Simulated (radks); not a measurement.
Kinetic energies: the exact non-interacting value of the Kohn-Sham orbitals and orbital-free approximations, as 100 (|E| - |E exact|)/|E exact|, negative where the magnitude is too small. Species: Li+ [He]; Tc+ [Kr] 4d5 5s1. Method: non-relativistic Kohn-Sham, PBE, spin-polarised, spherical densities, point nucleus; computed with a radial shooting solver on a logarithmic mesh with Libxc functionals. Every spin shell is full or empty, so the densities are truly spherical. Functionals are evaluated on that one density, not self-consistently.

functional           Li+      Tc+
exact (hartree)  7.21521  4204.27
Thomas-Fermi       -9.95    -5.53
von Weizsacker     0.00   -56.29
TF + vW           +90.05   +38.18
TF + vW/9          +1.16    -0.67
revAPBEK           +1.56    +0.34
Thakkar            +1.04    -0.50
Pearson            -3.73    -0.95
LKT               +60.45   +20.37
PG1               +52.90   +16.05
